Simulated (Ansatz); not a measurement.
AlBH$_{4}$OSiTe, SMILES `O[B]1[SiH2][Al]1[TeH]`. The species carries charge 0 and has multiplicity 1. Correlated methods include outer-core shells of Te, which these sets cover unevenly. Te: def2 effective core potential.

Cartesian coordinates in Å:
```
O 1.857 -1.749 0.231
B 0.752 -1.026 -0.028
Si -0.620 -0.923 -1.409
Al -0.132 0.878 0.054
Te -1.048 3.139 0.795
H 2.439 -1.362 0.890
H -1.606 -0.228 -0.408
H -1.511 -1.741 -2.295
H -0.131 3.012 2.171
```

(1) Give the diagnostics of a CCSD(T)/def2-TZVPP run (frozen core, Ansatz). (Estimate.)

## Answers

(1) Ansatz gave: T1 = 0.0152, largest single amplitude 0.024, largest double 0.036, (T) share of the correlation energy 3.8 %, 10 CCSD cycles. The RHF solution is stable towards an unrestricted one. T1 lies under the customary mark of 0.02 for closed shells.
